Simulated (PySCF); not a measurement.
BrGeH5OSi.
Atom-mapped SMILES: `[SiH3:1][O:2][GeH2:3][Br:4]` (hydrogens: H5, H6, H7 on Si1; H8, H9 on Ge3)

Level of theory: PBE0-D3(BJ)/def2-SVP geometry optimisation, gas phase (PySCF).

(1) List the bond lengths, angles and torsions at this level.

Results:

(1) 
```tsv
bond	length (Å)	order
Si1–O2	1.666	single
O2–Ge3	1.760	single
Ge3–Br4	2.305	single
Si1–H5, Si1–H6, Si1–H7	1.493	single
Ge3–H8, Ge3–H9	1.532	single
```

Bonds in one row agree within 0.01 Å and their mean is given. Orders are formal, as drawn. A selection of angles:
```tsv
angle	degrees
O2–Si1–H5	110.2
O2–Si1–H6	107.6
O2–Si1–H7	110.9
H5–Si1–H6	109.4
Si1–O2–Ge3	138.4
O2–Ge3–Br4	108.2
O2–Ge3–H8	109.6
O2–Ge3–H9	107.2
Br4–Ge3–H8	107.6
H8–Ge3–H9	115.5
```

Torsions: Si1–O2–Ge3–Br4 -35° (synclinal). The mirror-image conformer, all signs reversed, is as good.

Si1 (oxygen-bound silicon) is tetrahedral (angles from 107.6° to 110.9°). Ge3 (germanium bonded to Br, O and 2 H) is distorted tetrahedral (angles from 107.2° to 115.5°).

Point group: C1 (no symmetry element, even within 0.4 Å). No frequency check. One conformer, not necessarily the lowest.
